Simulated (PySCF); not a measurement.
Isomers C$_{5}$H$_{11}$NOSi$_{3}$:

A. `O([SiH2]C#CC)[Si@@H]1C=C[SiH2]N1`
B. SMILES C=C(C)O[Si@@H]1[SiH2]C[Si@H]1C#N
C. SMILES C=C(C)O[Si@@H]1[SiH2]C[Si@@H]1C#N

Spectrum 1. $^{1}$H NMR (400 MHz, computed): δ 6.56 (m, 1H), 5.28 (m, 1H), 4.76 (m, 1H), 4.70 (m, 1H), 4.30 (br s, 1H), 3.86 (br s, 1H), 1.93 (s, 3H), 1.00 (m, 1H), 0.79 (m, 1H). $^{13}$C{$^{1}$H} NMR (computed): δ 165.5 (C), 125.5 (C), 92.1 (CH2), 24.9 (CH3), -5.0 (CH2).

Spectrum 2. $^{1}$H NMR (400 MHz, computed): δ 6.34 (m, 1H), 5.10 (m, 1H), 4.99 (m, 1H), 4.68 (m, 1H), 4.61 (m, 1H), 4.49 (m, 1H), 2.31 (s, 3H), 0.74 (m, 1H), 0.55 (m, 1H). $^{13}$C{$^{1}$H} NMR (computed): δ 160.5 (C), 127.7 (C), 99.9 (CH2), 24.0 (CH3), -8.8 (CH2).

Spectrum 3. $^{1}$H NMR (400 MHz, computed): δ 7.47 (m, 1H), 7.42 (m, 1H), 5.35 (m, 1H), 5.27 (m, 1H), 5.17 (m, 1H), 5.17 (m, 1H), 5.15 (m, 1H), 2.09 (s, 3H), 0.46 (br s, 1H). $^{13}$C{$^{1}$H} NMR (computed): δ 158.1 (CH), 156.1 (CH), 113.3 (C), 86.1 (C), 6.3 (CH3).

- PBE0/pcSseg-1 with gauge-including orbitals
- GFN2-xTB geometry
- code: PySCF 2.14
- fast rotation and ring inversion assumed for equivalent nuclei, non-relativistic, one conformer, no solvent

Scale: $^{1}$H, $^{13}$C vs TMS (reference shieldings calculated alike). Where no couplings were computed, multiplicities follow the n + 1 count of equivalent neighbours, and m marks all less simple cases (inequivalent or close neighbours, rings, F or P nearby). Shifts are as computed. Against solution values, carbons near 30 ppm lie about +3 ppm off and those near 130 ppm about +5 ppm. Of 1309 compounds with measured shifts, 239 miss one by over three times the rms of a fit or turn the order of signals round; such compounds aren't used in these exercises. OH and NH positions are gas-phase values without hydrogen bonding to other molecules.

Question: Which spectrum belongs to which compound?

Answer: 1–B, 2–C, 3–A.

- Spectrum 1 (B): 5 $^{13}$C signals; δC 165.5 is an alkene carbon bearing oxygen; δC 125.5 is a nitrile carbon.
- Spectrum 2 (C): 5 $^{13}$C signals; δC 160.5 is an alkene carbon bearing oxygen; δC 127.7 is a nitrile carbon.
- Spectrum 3 (A): 5 $^{13}$C signals; δC 158.1 is an alkene CH; δC 156.1 is an alkene CH.
